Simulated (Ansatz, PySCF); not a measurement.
Complex: HF (SMILES F) (first 2 atoms) with SO2 (SMILES O=S=O); geometry from B3LYP-D3(BJ)/def2-TZVP, rigid monomers moved along the line of their centres of mass till H2···O3 is 1.67 Å.
(charge 0, multiplicity 1):
```xyz
5

F      0.35084     0.50697    -0.65679
H      0.08404     0.72411     0.21057
O     -0.30311     0.70171     1.83163
S     -0.16146    -0.53138     2.57397
O     -0.50221    -0.51592     3.96671
```

Counterpoise-corrected where a basis set is named; no monomer relaxation. Rows marked so take none.

Cores are frozen in the correlated methods. Rows in 6-31G* carry no dispersion term and start afresh at each structure (6-31G* with six Cartesian d functions).

Programs: Ansatz (an electronic-structure program); PySCF for 6-31G* rows. Each number belongs to the level named beside it.

### Question
One of these levels gives -193.9 meV for the interaction energy. Which one is it?
A. B3LYP/6-31G* (no counterpoise)
B. SCS-MP2/aug-cc-pV(D+d)Z
C. HF/aug-cc-pV(T+d)Z
D. BP86/6-31G* (no counterpoise)

### Answer
A, B3LYP/6-31G* (no counterpoise). The others give -105.0 (HF/aug-cc-pV(T+d)Z), -153.4 (BP86/6-31G* (no counterpoise)), -75.3 (SCS-MP2/aug-cc-pV(D+d)Z)
